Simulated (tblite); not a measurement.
Q: Give a GFN2-xTB geometry of `COc1nc(C[O])ns1` [radical]. (Doublet state.)

A: 
```xyz
14
C4H5N2O2S angstrom
C     -2.6951   -0.1478   -0.2630
O     -1.8983    0.9089   -0.7939
C     -0.6117    0.8096   -0.5777
N      0.0133   -0.1116    0.0707
C      1.3388    0.1471    0.0802
C      2.3267   -0.7473    0.7670
O      1.8974   -1.7941    1.4095
N      1.7564    1.2265   -0.5382
S      0.5078    2.0384   -1.1995
H     -3.7288    0.1462   -0.4278
H     -2.4921   -0.2789    0.8006
H     -2.4738   -1.0817   -0.7825
H      2.9595   -0.0909    1.4211
H      3.0990   -1.0247    0.0013
```

Orientation and origin are arbitrary. Atoms count from 1 in this order. N4 (nitrogen bonded to 2 C) is bent (angle 110.0°). The 9 heavy atoms lie in one plane (0.011 Å rms). C5 (carbon bonded to C and 2 N) is planar (angles 122.4°, 119.8° and 117.8°, sum 360.0°, 0.00 Å off the plane of its three neighbours). The 5-membered ring C3–N4–C5–N8–S9 has internal angles of 89.8° to 117.8° (sum 540°, against 540° for a flat polygon); it is planar, 0.00 Å rms from its mean plane, widest ring torsion 0°.

Bonds between heavy atoms (Å): C1–O2 1.426, O2–C3 1.308, C3–N4 1.288, N4–C5 1.351, C5–C6 1.499, C6–O7 1.301, C5–N8 1.312, N8–S9 1.630, C3–S9 1.775.

The geometry is computed with GFN2-xTB (gas phase). This method treats the open shell by occupation alone, without spin polarisation.

Point group: near Cs, missed by 0.27 Å at most; the miss may be what the optimiser left on a soft mode. Its GFN2-xTB frequencies are all real (lowest 42 cm⁻¹). Torsions: C1–O2–C3–N4 -1°, N4–C5–C6–O7 -2°. 3 starts were optimised and ended at 0.00, 0.70 and 2.20 kcal/mol (GFN2-xTB); the lowest of these is shown.

The run took 0.61 s on an Arm Neoverse V1 with one thread (shared host). These figures are those of the optimisation.

One conformer stands for the species.
